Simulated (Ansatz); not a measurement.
Two isomers of CH6BClGe: A = `B[CH2][GeH2][Cl]`, B = `C[BH][GeH2][Cl]`.

Isolated molecules relaxed with PBE0-D4/def2-TZVP in Ansatz; ΔE leaves out vibrations. CCSD(T)/CBS is the MP2 limit (def2-TZVPP, def2-QZVPP) plus CCSD(T) − MP2 in def2-TZVPP, frozen cores. Functionals use def2-TZVPP. B3LYP here is the variant with VWN-RPA as its local correlation; programs differ in this. For Ge outer-core shells are correlated without core-valence functions, which leaves a few kJ/mol of doubt a bond. Scalar relativity is left out up to krypton. One conformer a species, not always the lowest.

Question: Which isomer does CCSD(T)/CBS put lower? Give the gap. (Best estimate.)

Answer: Computed: A, by 1.8 kcal/mol.

Question: Give E(B) − E(A) in kcal/mol with B3LYP-D4, PBE0-D4, r2SCAN-D4, HF/def2-TZVPP, CCSD(T)/def2-TZVPP, ωB97M-V, MP2/def2-TZVPP. (Estimate.)

Answer: Computed: B3LYP-D4 0.6, PBE0-D4 0.1, r2SCAN-D4 0.4, HF/def2-TZVPP 2.4, CCSD(T)/def2-TZVPP 2.2, ωB97M-V 1.4, MP2/def2-TZVPP 3.6. None reverses the order clearly.

Largest T1 diagnostic: 0.011.

From PBE to PBE0 (25 % exact exchange), in def2-TZVPP and without D4, E(B) − E(A) moves by +0.8 kcal/mol.
